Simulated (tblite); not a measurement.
Species: C2H8NSSi (doublet state).
Geometry (GFN2-xTB, Å), atoms numbered from 1 in this order:
```xyz
13
C2H8NSSi angstrom
C      1.6561   -0.2378    0.1469
C      0.6316    0.7633   -0.3455
S      0.2992    2.0554    0.8270
Si    -1.0914   -0.0493   -0.6858
N     -1.5565   -0.7063    0.8278
H      2.6100    0.2536    0.3388
H      1.3202   -0.7047    1.0697
H      1.8085   -1.0143   -0.6005
H      0.9620    1.2365   -1.2709
H     -0.8787   -1.1749   -1.5958
H     -1.9352    0.9897   -1.2831
H     -2.3902   -1.2660    0.8953
H     -1.4400   -0.1447    1.6583
```

Computed values, GFN2-xTB/tblite, gas phase, harmonic and unscaled. Errors from tens to a few hundred cm⁻¹ against measured bands are possible. Modes of hydrogen on silicon can be 10 to 20 % off. One conformer, not necessarily the lowest. Open shells enter through the occupations alone, without spin polarisation, and single modes of such species can be off by tens of per cent.

Harmonic wavenumbers (cm⁻¹): 73.1, 139.8, 176.9, 198.4, 238.6, 275.3, 361.9, 510.1, 521.5, 560.3, 603.0, 685.2, 748.3, 782.3, 825.4, 915.7, 978.3, 1044.7, 1073.7, 1084.3, 1253.0, 1406.8, 1486.2, 1492.2, 1497.9, 2237.1, 2269.1, 2940.6, 3002.1, 3016.6, 3039.6, 3452.1, 3506.5.

A = 3976, B = 2248, C = 1883 MHz; mass 106.015 u (most abundant isotopes); point group C1, symmetry number 1; spin multiplicity 2.

Q: What is the zero-point energy?

A: Half the sum of the wavenumbers: 21198 cm⁻¹ = 253.59 kJ/mol.

Q: What is S at 350 K and 1 bar for an ideal gas of classical rigid rotors and harmonic oscillators?

A: Translation 170.35, rotation 116.42, vibration 98.18, spin (R ln 2) 5.76: S = 390.7 J/(mol K).

Q: And Cp and H(350 K) − H(0)?

A: Cp = 141.13 J/(mol K), of which vibrations give 107.87 (their classical limit is 33 R = 274.4); H(350 K) − H(0) = 30.69 kJ/mol without the zero-point energy, 19.05 from vibrations.

Q: Which modes carry the vibrational entropy at 350 K?

A: 73.1 cm⁻¹: 18.34; 139.8 cm⁻¹: 13.03; 176.9 cm⁻¹: 11.14; 198.4 cm⁻¹: 10.24; 238.6 cm⁻¹: 8.80; 275.3 cm⁻¹: 7.72 J/(mol K); the other 27 give 28.91 together.

Q: What must be added to the electronic energy to get the Gibbs energy at 350 K and 1 bar?

A: ZPE + [H(350 K) − H(0)] − T·S = 253.59 + 30.69 − 136.75 = 147.53 kJ/mol.

Hindered rotation and anharmonicity are outside this model. Other conformers, if any are populated, would add a mixing term that is left out. The structure is chiral; the term R ln 2 for an equal mix with its mirror image is left out.
